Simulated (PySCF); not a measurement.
PySCF input for hexa-1,5-diene (C6H10), SMILES C(CCC=C)=C, KT2/pcSseg-1. Coordinates come from a B3LYP-D3(BJ)/def2-SVP optimisation. The values are those of a single conformer.

```python
import numpy as np
from pyscf import gto, scf, dft
from pyscf.prop.nmr import rks as nmr

mol = gto.M(
    atom='''
    C     2.60049040   -0.59824521    0.24066763
    C     1.27717312   -0.60398709    0.05911152
    C     0.52013086    0.39750672   -0.76881927
    C    -0.54707472    1.17207590    0.02057705
    C    -1.77464590    0.40652340    0.43882343
    C    -2.12629533   -0.82857098    0.07009856
    H     3.23954859    0.15740394   -0.22937001
    H     3.09718048   -1.34836123    0.86235961
    H     0.67793681   -1.37546001    0.55650944
    H     1.23292034    1.11523947   -1.20603406
    H     0.03446505   -0.11222448   -1.62123287
    H    -0.88088229    2.03902894   -0.58063885
    H    -0.08143391    1.61387041    0.92050947
    H    -2.44910495    0.95798277    1.10664458
    H    -3.05895722   -1.27739362    0.42176532
    H    -1.51034352   -1.44190250   -0.59326618
    ''',
    basis='pcSseg-1',
    charge=0,
    spin=0,
    max_memory=1600,
    verbose=3,
)
mf = dft.RKS(mol, xc='kt2')
mf.grids.level = 3
mf.conv_tol = 1e-10
mf.max_cycle = 100
mf.kernel()
n = nmr.NMR(mf)
n.verbose = 2
n.max_cycle_cphf = 60
sigma = n.kernel()
print('atom   isotropic/ppm   span/ppm')
for i, s in enumerate(sigma):
    w = np.linalg.eigvalsh((s + s.T) / 2)
    print(f'{mol.atom_symbol(i):2s}{i + 1:3d} {w.mean():14.3f} {w[2] - w[0]:11.3f}')
```

It prints:

```
converged SCF energy = -238.733828054746
atom   isotropic/ppm   span/ppm
C   1         70.312     178.320
C   2         46.139     227.556
C   3        149.621      38.843
C   4        146.018      28.223
C   5         46.421     214.972
C   6         73.162     197.125
H   7         26.053       6.703
H   8         26.147       6.819
H   9         24.845       7.582
H  10         29.275       8.244
H  11         28.398       6.508
H  12         28.652      10.235
H  13         29.074       8.024
H  14         25.172       3.983
H  15         25.959       5.527
H  16         25.923       6.401
```

The calculation finished and met its thresholds.

Cost: very roughly 60 core-seconds.
